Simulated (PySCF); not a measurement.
# Shapes and spin states of CoBr₂⁺

These are results of B3LYP/[Co def2-SVP, Br def2-SVP], no relativity, density fitting, PySCF, not measurements.

Relaxations began from a few typed shapes and spin states; open shells are unrestricted. The search is not exhaustive: other isomers or separated fragments can lie lower, and high-lying points may rest on an excited occupation.

Question: Which is the lowest minimum found?
A. quintet D∞h: Co–Br 2.218 Å (×2); Br–Co–Br 180.0°
B. broken-symmetry Ms = 1 (⟨S²⟩ 2.75) C2v: Co–Br 2.279 Å (×2); Br–Co–Br 86.4°
C. broken-symmetry Ms = 1 (⟨S²⟩ 2.74) D∞h: Co–Br 2.275 Å (×2); Br–Co–Br 180.0°
D. singlet (closed shell, unstable to spin polarisation) C2v: Co–Br 2.131 Å (×2); Br–Co–Br 113.8°

Answer: A. The others lie at 30.1 (broken-symmetry Ms = 1 C2v), 48.0 (broken-symmetry Ms = 1 D∞h), 206.2 (singlet C2v) kJ/mol above it.

Formally Co is in oxidation state +3, d6, with 4 unpaired electrons (the high-spin count). The Mulliken spin on Co is 2.85. The polar-tensor charge on Co, 1.05, is far below the formal one.

For the lowest minimum: open d and f shells are described by one determinant, and the ground state may have another occupation or spin.

The electron or spin density has lower symmetry than the nuclear frame for the broken-symmetry Ms = 1 (⟨S²⟩ 2.74) D∞h at 48.0 kJ/mol.
